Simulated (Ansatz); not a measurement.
In8P7F3, 18 atoms. Hardware: 2 threads of AMD EPYC 7R13 on a shared host and a share (18 GiB) of an NVIDIA H100 80GB HBM3.

In the def2 sets In takes a core potential; there is no spin–orbit coupling. Correlated methods freeze 70 core orbitals; core or outer-core shells of In are correlated, in sets that lack core-valence functions. Single mean-field runs in def2-TZVP are fitted with def2-universal-jkfit.

(1) How many basis functions does each of these Ansatz runs have, and roughly what does it cost? PBE-D4/def2-TZVP, charge -1 doublet, energy, from earlier orbitals; r2SCAN-D4/def2-TZVP, charge 0 singlet, energy and forces, from earlier orbitals; PBE-D4/def2-SVP, charge 0 singlet, relaxation, 44 steps; RPA@PBE/def2-SVP, charge 0 singlet, energy, from earlier orbitals; PBE-D4/def2-TZVP, charge 0 triplet at the geometry of the charge 0 singlet, energy, from earlier orbitals; r2SCANh-D4/def2-TZVP, charge 1 doublet at the geometry of the charge 0 singlet, energy, from earlier orbitals; B3LYP-D4/def2-TZVP, charge 0 singlet, energy, from earlier orbitals; PBE0-D4/def2-TZVP, charge -1 doublet at the geometry of the charge 0 singlet, energy; PBE-D4/def2-TZVP, charge 1 doublet at the geometry of the charge 0 singlet, energy, from earlier orbitals; PBE-D4/def2-SVP, charge -1 doublet, relaxation, 20 steps; PBE0-D4/def2-SVP, charge 0 singlet, energy, from earlier orbitals; PBE-D4/def2-TZVP, charge 0 singlet, energy, from earlier orbitals.

## Answers

(1) Other jobs shared the machine, so times can vary by a factor of up to 3.

```json
{"run": "B3LYP-D4/def2-TZVP, charge 0 singlet, energy, from earlier orbitals", "functions": "752", "fitting or Cholesky vectors": "2871", "wall time": "10 s", "peak host memory (GiB)": "1.1"}
{"run": "PBE-D4/def2-TZVP, charge 0 singlet, energy, from earlier orbitals", "functions": "752", "fitting or Cholesky vectors": "2871", "wall time": "10 s", "peak host memory (GiB)": "1.1"}
{"run": "RPA@PBE/def2-SVP, charge 0 singlet, energy, from earlier orbitals", "functions": "376", "fitting or Cholesky vectors": "4196", "wall time": "11 s", "peak host memory (GiB)": "2.3"}
{"run": "PBE0-D4/def2-SVP, charge 0 singlet, energy, from earlier orbitals", "functions": "376", "fitting or Cholesky vectors": "4196", "wall time": "13 s", "peak host memory (GiB)": "1.1"}
{"run": "PBE-D4/def2-TZVP, charge 0 triplet at the geometry of the charge 0 singlet, energy, from earlier orbitals", "functions": "752", "fitting or Cholesky vectors": "2871", "wall time": "14 s", "peak host memory (GiB)": "1.4"}
{"run": "r2SCAN-D4/def2-TZVP, charge 0 singlet, energy and forces, from earlier orbitals", "functions": "752", "fitting or Cholesky vectors": "2871", "wall time": "16 s", "peak host memory (GiB)": "1.2"}
{"run": "PBE-D4/def2-TZVP, charge -1 doublet, energy, from earlier orbitals", "functions": "752", "fitting or Cholesky vectors": "2871", "wall time": "16 s", "peak host memory (GiB)": "1.3"}
{"run": "PBE-D4/def2-TZVP, charge 1 doublet at the geometry of the charge 0 singlet, energy, from earlier orbitals", "functions": "752", "fitting or Cholesky vectors": "2871", "wall time": "19 s", "peak host memory (GiB)": "1.4"}
{"run": "PBE0-D4/def2-TZVP, charge -1 doublet at the geometry of the charge 0 singlet, energy", "functions": "752", "fitting or Cholesky vectors": "2871", "wall time": "20 s", "peak host memory (GiB)": "1.5"}
{"run": "r2SCANh-D4/def2-TZVP, charge 1 doublet at the geometry of the charge 0 singlet, energy, from earlier orbitals", "functions": "752", "fitting or Cholesky vectors": "2871", "wall time": "25 s", "peak host memory (GiB)": "1.5"}
{"run": "PBE-D4/def2-SVP, charge -1 doublet, relaxation, 20 steps", "functions": "376", "fitting or Cholesky vectors": "4421", "wall time": "2.2 min", "peak host memory (GiB)": "1.1"}
{"run": "PBE-D4/def2-SVP, charge 0 singlet, relaxation, 44 steps", "functions": "376", "fitting or Cholesky vectors": "4421", "wall time": "4.3 min", "peak host memory (GiB)": "1.1"}
```
